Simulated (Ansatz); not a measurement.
This geometry of BF₃H₂O (7 atoms, charge 0, multiplicity 1) is a first-order saddle point.

All numbers below come from Ansatz, RKS B3LYP/def2-SVP.

```xyz
7
Properties=species:S:1:pos:R:3
B 0.052 -0.277 -0.054
F -0.016 0.082 1.559
F 1.173 0.247 -0.540
F -1.118 0.058 -0.611
O 0.148 -1.706 0.375
H -0.635 -2.219 0.127
H 0.039 -1.039 1.458
```

Problem. Which two structures does it join? (They come from a converged band through this point; their orientation in space is the band's.)

Solution. Bonds broken: B1–F2, O5–H7. Bonds formed: F2–H7. BF3H2O becomes BF2HO + FH.

First end point:

```xyz
7
Properties=species:S:1:pos:R:3
B 0.040 0.022 0.078
F -0.058 0.548 1.321
F 1.183 0.233 -0.583
F -1.098 -0.008 -0.652
O 0.148 -1.726 0.513
H -0.651 -2.148 0.158
H 0.078 -1.775 1.481
```

Last end point:

```xyz
7
Properties=species:S:1:pos:R:3
B 0.035 -0.444 -0.480
F -0.010 -0.063 2.268
F 1.141 0.257 -0.593
F -1.088 0.012 -1.012
O 0.079 -1.653 0.146
H -0.775 -2.108 0.134
H 0.260 -0.854 1.851
```

Problem. How far does it lie above each of them?

Solution. 1.03 eV above the first and 0.56 eV above the second. This is the barrier of this one path; another mechanism may lie lower. The orbitals stay closed-shell, which can raise the energy where a bond breaks towards radicals; this wasn't checked here.

Run time: 2.7 min on 2 threads of Intel(R) Xeon(R) Platinum 8259CL CPU @ 2.50GHz (Skylake/Cascade Lake) (shared host), peak memory 0.17 GiB.
